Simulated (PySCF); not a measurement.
C₄H₇ClSi. Atoms are numbered in the order given.

```xyz
13

C      3.1338     0.4844     0.0798
C      1.9517    -0.0781    -0.0159
C      0.7514    -0.6093    -0.1221
C      0.4257    -2.0481     0.2330
Si    -0.5905     0.5342    -0.7462
Cl    -2.1379     0.5816     0.6543
H      3.8364     0.4794    -0.7602
H      3.4559     0.9734     1.0053
H      0.0435    -2.5882    -0.6492
H     -0.3634    -2.0777     1.0015
H      1.3112    -2.5772     0.6121
H     -1.1882     0.0265    -2.0086
H     -0.0601     1.9048    -0.9260
```

Geometry: TPSSh-D3(BJ)/def2-SVP. This is a generated structure with no PubChem entry under its InChIKey; it may be hypothetical. Other conformers were not sampled.

Calculation: TDA-PBE/def2-SVPD (PySCF).

Vertical excitations. 

**Question.** Give excitation energies, oscillator strengths and character. (The exact figures need the calculation; the answer reports its results.)

**Answer.** 
```csv
state,energy (eV),λ (nm),f,main pairs
S1,5.15,241,0.003,HOMO→LUMO 93 %
S2,5.48,226,0.009,"HOMO−1→LUMO+1 69 %, HOMO−1→LUMO 26 %"
S3,5.92,210,0.011,"HOMO−1→LUMO 25 %, HOMO→LUMO+1 20 %, HOMO−1→LUMO+1 19 %, HOMO−1→LUMO+2 18 %"
S4,6.08,204,0.002,HOMO−2→LUMO 96 %
S5,6.16,201,0.063,"HOMO→LUMO+2 54 %, HOMO−1→LUMO+2 24 %, HOMO→LUMO+1 10 %"
S6,6.25,198,0.053,"HOMO→LUMO+2 33 %, HOMO→LUMO+3 25 %, HOMO→LUMO+1 17 %, HOMO−1→LUMO+2 13 %"
S7,6.36,195,0.009,HOMO−3→LUMO 93 %
S8,6.39,194,0.007,HOMO−2→LUMO+1 92 %
S9,6.45,192,0.027,"HOMO−1→LUMO+3 49 %, HOMO→LUMO+3 21 %, HOMO−1→LUMO+2 19 %"
S10,6.62,187,0.077,"HOMO−3→LUMO+1 37 %, HOMO−1→LUMO+3 29 %, HOMO→LUMO+3 25 %"
T1,4.35,285,0,"HOMO−1→LUMO 73 %, HOMO→LUMO+1 13 %"
T2,4.56,272,0,"HOMO→LUMO+1 57 %, HOMO→LUMO 21 %, HOMO−1→LUMO 16 %"
T3,4.82,257,0,"HOMO→LUMO 72 %, HOMO→LUMO+1 23 %"
T4,5.21,238,0,HOMO−1→LUMO+1 89 %
```
Triplets are in the Tamm–Dancoff approximation.
